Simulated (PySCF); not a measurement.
Geometry:
```tsv
atom	x (Å)	y (Å)	z (Å)
C1	0.087	1.398	-0.642
C2	-0.062	0.033	0.029
C3	-0.132	-1.076	-1.028
C4	1.107	-0.220	0.987
C5	-1.370	0.046	0.811
O6	-2.159	0.924	0.865
Cl7	-1.686	-1.482	1.716
H8	0.128	2.206	0.104
H9	1.017	1.420	-1.230
H10	-0.756	1.607	-1.315
H11	0.801	-1.080	-1.611
H12	-0.968	-0.910	-1.725
H13	-0.257	-2.064	-0.564
H14	1.157	0.551	1.770
H15	1.024	-1.202	1.472
H16	2.050	-0.190	0.420
```

Geometry: PBE0-D3(BJ)/def2-SVP; GIAO shifts from PySCF 2.14.0 with density-fitted response routines, gas phase, non-relativistic, averaged over equivalent atoms.

At PBE0/STO-3G (48 basis functions, 4.5 s wall time on 1 thread of an Arm Neoverse V1, shared host):
| atoms | δ (ppm) |
| --- | --- |
| C5 | 123.5 |
| C2 | 44.2 |
| C1/C3/C4 | 26.0 |
| O6 | 474.7 |
| Cl7 | 210.8 |
| H8/H9/H10/H11/H12/H13/H14/H15/H16 | 1.19 |

Referencing at the same level of theory: TMS for ¹³C (σ = 234.69 ppm), ¹H (σ = 32.60 ppm); H2O for ¹⁷O (σ = 341.71 ppm); ³⁵Cl (σ = 1025.84 ppm) vs HCl.

**Question.** What do these become at mPW1PW91/pcSseg-1?

**Answer.** 
```tsv
atoms	δ at mPW1PW91/pcSseg-1	change
C5	189.9	+66.4
C2	49.7	+5.5
C1/C3/C4	28.7	+2.7
O6	585.6	+110.9
Cl7	410.1	+199.3
H8/H9/H10/H11/H12/H13/H14/H15/H16	1.23	+0.04
```

Scale: TMS for ¹³C (σref 183.54), ¹H (σref 31.32); ¹⁷O (σref 333.30) against H2O; ³⁵Cl (σref 939.31) against HCl (reference shieldings calculated alike).

The largest change is at Cl7 (chlorine bonded to C). Cost: 171 basis functions, 18 s wall time on 1 thread of an Arm Neoverse V1, shared host. The order of the carbon signals is the same at both levels.

Carbons that carry Cl, above all several Cl atoms, come out too deshielded, partly because spin–orbit coupling is missing. Unscaled 17O shifts of doubly bonded oxygen tend to come out too high, by tens of ppm or more. Experimental scales use liquid or dissolved standards, which lie at an offset from isolated H2O (liquid H2O: subtract about 36 ppm).
